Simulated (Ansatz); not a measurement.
Molecule: 3,3,3-trifluoroprop-1-ene, C$_{3}$H$_{3}$F$_{3}$, charge 0, multiplicity 1. 
Coordinates optimised at B3LYP-D3(BJ)/def2-TZVP (Ansatz, a program for electronic structure):
SMILES: C(C=C)(F)(F)F
```xyz
9

C      2.0913    -0.0935    -0.2724
C      0.9113    -0.6893    -0.2866
C     -0.3683     0.0074     0.0456
F     -0.2004     1.3036     0.3612
F     -0.9862    -0.5842     1.0928
F     -1.2336    -0.0445    -0.9922
H      2.9913    -0.6393    -0.5204
H      2.1956     0.9516    -0.0142
H      0.7883    -1.7342    -0.5425
```
Charge 0, spin multiplicity 1.

Property: atomisation energy (electronic, to ground-state atoms); the coupled-cluster value holds the core correlation from cc-pwCVTZ, in kJ/mol. Valence correlation only, unless marked. Open shells are spin-unrestricted. No spin-orbit coupling. No relativistic terms. CBS marks a two-point X^-3 extrapolation of the correlation energy; Hartree-Fock from the larger set.

Level to compare with: CCSD(T)/CBS(aug-cc-pVTZ,aug-cc-pVQZ) plus the core term (Ansatz), 3795.3 kJ/mol. It is a level with limits of its own, and the differences hold the functionals' basis error too.

**Question.** Rank these functionals by how close they come to CCSD(T)/CBS(aug-cc-pVTZ,aug-cc-pVQZ), closest first: LC-wPBE/def2-TZVPD (Ansatz); r2SCANh/def2-TZVPD (Ansatz); CAM-B3LYP/def2-TZVPD (Ansatz).

**Answer.** LC-wPBE/def2-TZVPD (range-separated hybrid, 3798.1 kJ/mol, difference 2.8), CAM-B3LYP/def2-TZVPD (range-separated hybrid, 3787.2 kJ/mol, difference -8.1), r2SCANh/def2-TZVPD (hybrid meta-GGA, 3757.8 kJ/mol, difference -37.5)
